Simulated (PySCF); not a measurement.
**Working out the excitation energy of As⁺**

As⁺ [Ar] 3d10 4s2 4p2 (3P) → As⁺ [Ar] 3d10 4s1 4p3 (5S). Computed with PySCF 2.14 in x2c-TZVPPall (6s5p4d1f, 48 functions), with the spin-free X2C one-electron Hamiltonian (Gaussian nucleus). Frozen: [Ne]. Energies in hartree (1 hartree = 27.21139 eV):

| part | As⁺ (lower) | As⁺ (upper) |
| --- | --- | --- |
| UHF | -2258.663367 | -2258.481426 |
| MP2 opposite-spin | -0.210604 | -0.162867 |
| MP2 same-spin | -0.099503 | -0.106485 |

Problem. What does Hartree-Fock give?

Solution. (-2258.481426) − (-2258.663367) = 0.181941 hartree = 4.951 eV.

Problem. What do MP2 and SCS-MP2 (6/5 opposite-spin, 1/3 same-spin) give?

Solution. The opposite-spin parts differ by 1.299 eV and the same-spin parts by -0.190 eV. MP2: 4.951 + (1.299) + (-0.190) = 6.060 eV. SCS-MP2: 4.951 + 1.2 × (1.299) + (-0.190)/3 = 6.446 eV.

Measured between the centres of the two terms (NIST): 6.577 eV, so MP2 (valence and next inner shell) is off by -0.517 eV.

What remains against the reference includes basis incompleteness, the frozen core and correlation beyond second order.
